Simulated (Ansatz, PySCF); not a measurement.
Input for PySCF:
```python
from pyscf import gto, scf, dft

mol = gto.M(
    atom='''
Bi    0.31935808   -0.02910973    0.37116121
Cl    0.59421202    0.41454246   -2.06120785
Cl   -2.15343088   -0.27241847    0.24906782
''',
    basis='def2-svpd',
    ecp={'Bi': 'def2-svpd'},
    spin=1,
    verbose=4,
)

mf = dft.UKS(mol)
mf.xc = 'wb97x'
mf.grids.atom_grid = (99, 590)
mf.grids.prune = None
mf.kernel()
```

### Question
Convert this to an input for Ansatz (a quantum-chemistry and plane-wave program).

### Answer
This is not unique; one that fits is 
Ansatz 0.2 input:
```yaml
crystal:
  periodic: [false, false, false]
  atoms:
    - {symbol: Bi, position_ang: [0.31935808, -0.02910973, 0.37116121]}
    - {symbol: Cl, position_ang: [0.59421202, 0.41454246, -2.06120785]}
    - {symbol: Cl, position_ang: [-2.15343088, -0.27241847, 0.24906782]}
basis:
  gaussian:
    orbitals: def2-SVPD
hamiltonian:
  xc: {name: wB97X}
magnetization: {spin_polarized: true, initial_magnetization: 1}
accuracy: high
```

Both were run: PySCF gave -1134.863935 Eh and Ansatz -1134.864006 Eh, 0.072 mEh apart.
